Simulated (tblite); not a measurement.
C6H16N2 (SMILES CN(C)CCN(C)C), singlet, geometry from GFN2-xTB; IPEA1-xTB in tblite.

Input for tblite:
```
$ tblite run mol.xyz --method ipea1 --charge 0 --spin 0 --json tblite.json --no-restart

# file mol.xyz
24

C      2.41516844    -1.12686093     0.94830090
N      1.34850325    -0.29983269     0.42831183
C      1.86279536     0.91719718    -0.16197953
C      0.51292923    -1.05704265    -0.48430524
C     -0.67508306    -0.26642563    -1.04320054
N     -1.31094644     0.60636413    -0.07452281
C     -1.76272826    -0.10046876     1.10462197
C     -2.38765336     1.35143374    -0.68910597
H      2.98240896    -0.55579652     1.68182244
H      1.98931009    -1.99925753     1.44366294
H      3.10776160    -1.47689264     0.16450453
H      1.02829265     1.57379002    -0.39206355
H      2.44865870     0.73157661    -1.07729691
H      2.50409915     1.41518187     0.56354713
H      0.14390305    -1.92813636     0.06502865
H      1.09348761    -1.43575956    -1.34912948
H     -0.33552784     0.36413175    -1.87015395
H     -1.39196321    -1.00034081    -1.46254152
H     -0.89807506    -0.51097913     1.61872671
H     -2.25641400     0.60637660     1.76967255
H     -2.47077017    -0.91204615     0.86900461
H     -3.20237675     0.70466205    -1.05578897
H     -1.99863244     1.92317031    -1.53148044
H     -2.79963018     2.04760171     0.03997254
```

Output, abridged:

```
xTB calculator
 | screened Coulomb repulsion
 | Coulomb electrostatics
 |  * isotropic Klopman-Ohno-Mataga-Nishimoto electrostatics
 |  * onsite third-order electrostatics
 | DFT-D3(BJ) dispersion correction

halogen bonding energy    0.0000000000000E+00 Eh
repulsion energy          4.8568174700239E-01 Eh
dispersion energy        -1.0428411163489E-02 Eh
number of electrons       5.0000000000000E+01 e
integral cutoff           4.0000000000000E+01 bohr

------------------------------------------------------------
  cycle        total energy    energy error   density error
------------------------------------------------------------
      1     -31.07126384269  -3.1546517E+01   4.7525713E-01
      2     -31.20683910706  -1.3557526E-01   2.9017308E-01
      3     -31.12575313924   8.1085968E-02   1.0980786E-01
      4     -31.23913818900  -1.1338505E-01   1.2084355E-02
      5     -31.23941086531  -2.7267631E-04   9.6178755E-04
      6     -31.23942381591  -1.2950600E-05   1.8696082E-04
      7     -31.23942382633  -1.0425460E-08   5.1000395E-05
      8     -31.23942384093  -1.4602325E-08   1.1385902E-05
------------------------------------------------------------

electronic energy        -3.1714677176774E+01 Eh
total energy             -3.1239423840935E+01 Eh

Post processing:
 | Mayer-Wiberg bond orders

[Info] JSON dump of results written to 'tblite.json'
```
